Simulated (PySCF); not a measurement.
# Dipole response of Te²⁶⁺ (tellurium, charge +26)

[Ar] 3d8, high-spin 3F determinant. Computed with PySCF 2.14 in an even-tempered Gaussian basis (19 s from 3.4 bohr⁻², ratio 2.5; 13 p from 4.4 bohr⁻², ratio 2.5; 8 d from 4.4 bohr⁻², ratio 2.5; 4 f from 20 bohr⁻², ratio 2.7; 3 g from 30 bohr⁻², ratio 2.7), with scalar relativity by spin-free X2C-1e. Coupled (time-dependent) response in atomic units; α is the mean over directions.

| method | mean α (bohr³) | C₆ (like pair) | S(−4) |
| --- | --- | --- | --- |
| PBE0 | 0.01204 | 0.003137 | 5.111e-05 |

S(−4) is the Cauchy moment in α(ω) = α(0) + S(−4) ω² + …

Spin-orbit coupling is absent.

α(iu) at PBE0:

```json
{"u (hartree)": "0", "α(iu) (bohr³)": "0.01204"}
{"u (hartree)": "3.00", "α(iu) (bohr³)": "0.01163"}
{"u (hartree)": "6.00", "α(iu) (bohr³)": "0.01072"}
{"u (hartree)": "12.0", "α(iu) (bohr³)": "0.009029"}
{"u (hartree)": "18.0", "α(iu) (bohr³)": "0.007802"}
{"u (hartree)": "24.0", "α(iu) (bohr³)": "0.006816"}
{"u (hartree)": "30.0", "α(iu) (bohr³)": "0.005970"}
{"u (hartree)": "45.0", "α(iu) (bohr³)": "0.004308"}
{"u (hartree)": "60.0", "α(iu) (bohr³)": "0.003162"}
{"u (hartree)": "90.0", "α(iu) (bohr³)": "0.001841"}
{"u (hartree)": "150", "α(iu) (bohr³)": "0.0008215"}
```

For an ion, C₆ is the dispersion term alone; charge-induced terms of lower order in 1/R come first.

Spin-orbit coupling, absent here, splits the open shell strongly.
